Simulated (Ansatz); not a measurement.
The cluster Be₇, relaxed as a singlet with RKS r2SCAN/def2-TZVP in Ansatz, starting from the GFN1-xTB geometry. Force threshold 0.02 eV/Å.

The restricted singlet is unstable towards broken spin symmetry in Hartree–Fock (as tested in another run); at r2SCAN/def2-TZVP this wasn't settled. Another isomer (singlet) lies 0.51 eV lower at PBE0/def2-TZVP; other spin states weren't run for this one.

Start:

```xyz
7

Be    1.074   -1.101   -0.314
Be    0.417    0.903    0.716
Be    0.397   -1.028    1.524
Be   -1.611    0.942    0.130
Be   -0.480    0.569   -1.432
Be   -1.256   -0.915    0.540
Be    1.459    0.630   -1.163
```

| step | energy (eV) | largest force component (eV/Å) | SCF passes |
| --- | --- | --- | --- |
| 1 | -2800.3193 | 1.670 | 24 |
| 2 | -2801.0472 | 0.525 | 27 |
| 3 | -2801.0739 | 0.708 | 25 |
| 4 | -2801.1176 | 0.072 | 27 |
| 5 | -2801.1196 | 0.097 | 27 |
| 6 | -2801.1214 | 0.007 | 27 |

Force components are those of the run's own axes.

End:

| atom | x (Å) | y (Å) | z (Å) |
| --- | --- | --- | --- |
| Be1 | 0.979 | -1.007 | -0.307 |
| Be2 | 0.316 | 0.721 | 0.595 |
| Be3 | 0.488 | -1.167 | 1.621 |
| Be4 | -1.745 | 1.084 | 0.077 |
| Be5 | -0.451 | 0.432 | -1.296 |
| Be6 | -1.113 | -0.761 | 0.500 |
| Be7 | 1.525 | 0.699 | -1.189 |

Bonds formed: Be1–Be5, Be1–Be6, Be2–Be6, Be5–Be6 (atoms count from 1).

No frequencies were taken in this run, so the end may be a saddle point.

Run time 9.5 s (4 threads of Arm Neoverse V1 on a shared host).
